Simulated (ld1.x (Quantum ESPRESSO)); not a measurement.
**Ranking TM semilocal potentials for Co**

All share these settings but for the change named:

* Element: cobalt (Co)
* Generator: ld1.x (Quantum ESPRESSO) 7.5
* Type: norm-conserving Troullier–Martins (semilocal form)
* Functional: LDA (PZ)
* Relativity: scalar-relativistic
* Frozen core: [Ne]
* Valence charge: 17
* Reference configuration: 3s2 3p6 3d7 4s2 4p0
* Partial waves: 3p (bound): rc 1.35 bohr; 3d (bound): rc 1.50 bohr; 3s (bound): rc 0.85 bohr
* Local potential: the s channel
* Core correction: none

Occupied shells without a wave of their own: 4s. They enter only through the test configuration that unscreens the potential.

Cutoff: the first of the cutoffs (Ry, on a coarse ladder) from which the occupation-weighted sum of valence levels, in a spherical-Bessel basis at the reference potential, stays within 10 and 1 mRy of its value at 400 Ry; the density cutoff is not measured.

The base gives 200 Ry.

Of 10 variants that were run, those that failed, showed a ghost or another fault, or gave nearly equal values are left out.

A variant can come out equal or close to the base.

Rank these variants from softest to hardest (loose cutoff).
A. wave 3p (bound): rc 1.35 bohr becomes 3p (bound): rc 1.52 bohr
B. all radii scaled by about 0.88 (s 0.74, p 1.18, d 1.32 bohr)
C. core [Ar], valence charge 9; reference 3d7 4s2 4p0; waves now 4p (bound): rc 2.55 bohr; 3d (bound): rc 1.30 bohr; 4s (bound): rc 2.05 bohr

C (140 Ry), A (200 Ry), B (230 Ry).
